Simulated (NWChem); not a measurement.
C8H9FO2; SMILES C#CC(C)(C)OC(=O)C(=C)F

```xyz
20

C      1.7898     3.1089     0.0000
C      0.8746     2.3181     0.0000
C     -0.2774     1.4048     0.0000
C     -1.0996     1.6145    -1.2720
C     -1.0996     1.6145     1.2720
O      0.3236     0.0795     0.0000
C     -0.4248    -1.0165     0.0000
O     -1.6292    -1.0646     0.0000
C      0.4294    -2.2467     0.0000
C     -0.0941    -3.4704     0.0000
F      1.7384    -2.0369     0.0000
H      2.6114     3.8017     0.0000
H     -1.9701     0.9469    -1.2775
H     -1.4414     2.6580    -1.3142
H     -0.4793     1.4188    -2.1579
H     -1.4414     2.6580     1.3142
H     -1.9701     0.9469     1.2775
H     -0.4793     1.4188     2.1579
H      0.5465    -4.3533     0.0000
H     -1.1787    -3.5747     0.0000
```
Atoms are numbered in this order, from 1.

Results from NWChem. Pople sets run with spherical d functions. All runs use the structure optimised with PBE0/def2-SVP. No frequency run checked for a minimum. Level: M05-2X/6-31G* with COSMO at NWChem's default radii, gas-phase geometry; rows give the dielectric constant.

```json
[
 {"dielectric constant": "2.0", "electrostatic solvation energy (kcal/mol)": "-3.2", "dipole in solution (D)": "0.76"},
 {"dielectric constant": "4.8", "electrostatic solvation energy (kcal/mol)": "[?]", "dipole in solution (D)": "0.77"},
 {"dielectric constant": "20.7", "electrostatic solvation energy (kcal/mol)": "-6.5", "dipole in solution (D)": "0.78"},
 {"dielectric constant": "37.5", "electrostatic solvation energy (kcal/mol)": "-6.7", "dipole in solution (D)": "0.78"},
 {"dielectric constant": "46.7", "electrostatic solvation energy (kcal/mol)": "-6.7", "dipole in solution (D)": "0.78"}
]
```

### Question
Fill in the missing entries.

### Answer

- 4.8, electrostatic solvation energy (kcal/mol): -5.3
